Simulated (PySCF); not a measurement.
Species: 2-phenylethanol, C8H10O.
Numbering: `[OH:1][CH2:2][CH2:3][c:4]1[cH:5][cH:6][cH:7][cH:8][cH:9]1` (hydrogens: H10 on O1; H11, H12 on C2; H13, H14 on C3; H15 on C5; H16 on C6; H17 on C7; H18 on C8; H19 on C9)

Computed, not measured: PBE0-D3(BJ)/def2-SVP geometry optimisation, gas phase in PySCF.

Q: Give the optimised bond lengths and angles.

A: 
```json
{"bond": "O1–C2", "length (bohr)": "2.645", "order": "single"}
{"bond": "C2–C3", "length (bohr)": "2.889", "order": "single"}
{"bond": "C3–C4", "length (bohr)": "2.839", "order": "single"}
{"bond": "C4–C5, C4–C9", "length (bohr)": "2.646", "order": "aromatic"}
{"bond": "C5–C6, C8–C9", "length (bohr)": "2.633", "order": "aromatic"}
{"bond": "C6–C7, C7–C8", "length (bohr)": "2.634", "order": "aromatic"}
{"bond": "O1–H10", "length (bohr)": "1.819", "order": "single"}
{"bond": "C2–H11, C2–H12", "length (bohr)": "2.089", "order": "single"}
{"bond": "C3–H13, C3–H14", "length (bohr)": "2.084", "order": "single"}
{"bond": "C5–H15, C9–H19", "length (bohr)": "2.068", "order": "single"}
{"bond": "C6–H16, C8–H18", "length (bohr)": "2.065", "order": "single"}
{"bond": "C7–H17", "length (bohr)": "2.065", "order": "single"}
```

Bonds in one row agree within 0.02 bohr and their mean is given. Orders are formal, as drawn. A selection of angles:
```json
{"angle": "C2–O1–H10", "degrees": "108.1"}
{"angle": "O1–C2–C3", "degrees": "112.9"}
{"angle": "O1–C2–H11", "degrees": "106.7"}
{"angle": "O1–C2–H12", "degrees": "112.3"}
{"angle": "C3–C2–H11", "degrees": "109.2"}
{"angle": "H11–C2–H12", "degrees": "106.3"}
{"angle": "C2–C3–C4", "degrees": "112.5"}
{"angle": "C2–C3–H13", "degrees": "108.9"}
{"angle": "C2–C3–H14", "degrees": "108.0"}
{"angle": "C4–C3–H13", "degrees": "109.7"}
{"angle": "C4–C3–H14", "degrees": "110.7"}
{"angle": "H13–C3–H14", "degrees": "106.9"}
{"angle": "C3–C4–C5", "degrees": "121.0"}
{"angle": "C5–C4–C9", "degrees": "118.3"}
{"angle": "C4–C5–C6", "degrees": "121.0"}
{"angle": "C4–C5–H15", "degrees": "119.3"}
{"angle": "C6–C5–H15", "degrees": "119.7"}
{"angle": "C5–C6–C7", "degrees": "120.1"}
{"angle": "C5–C6–H16", "degrees": "119.8"}
{"angle": "C7–C6–H16", "degrees": "120.1"}
{"angle": "C6–C7–C8", "degrees": "119.5"}
{"angle": "C6–C7–H17", "degrees": "120.2"}
```

Torsions: O1–C2–C3–C4 -177° (antiperiplanar); C2–C3–C4–C5 -90°; H10–O1–C2–C3 -64° (synclinal). The mirror-image conformer, all signs reversed, is as good.

The C–C distances run from 1.393 Å (C8–C9, aromatic) to 1.529 Å (C2–C3, drawn single), a spread of 0.136 Å. Of the pairs four or more bonds apart, H13···H15 is among the closest relative to their van der Waals radii: 2.46 Å, 103 % of the sum of Bondi's values. The 6-membered ring C4–C5–C6–C7–C8–C9 has internal angles of 118.3° to 121.0°; it is planar, 0.00 Å rms from its mean plane, widest ring torsion 0°. O1 (alcohol oxygen) is bent (angle 108.1°).

Whether it is a minimum is left open (no frequencies). The numbers are those of one conformer (H–O1–C2–C3 -64°, O1–C2–C3–C4 -177°, C2–C3–C4–C5 -90°).

Time: 1.8 min of wall time. Hardware: x86-64 server, one thread, on a shared host. These figures are those of the optimisation.
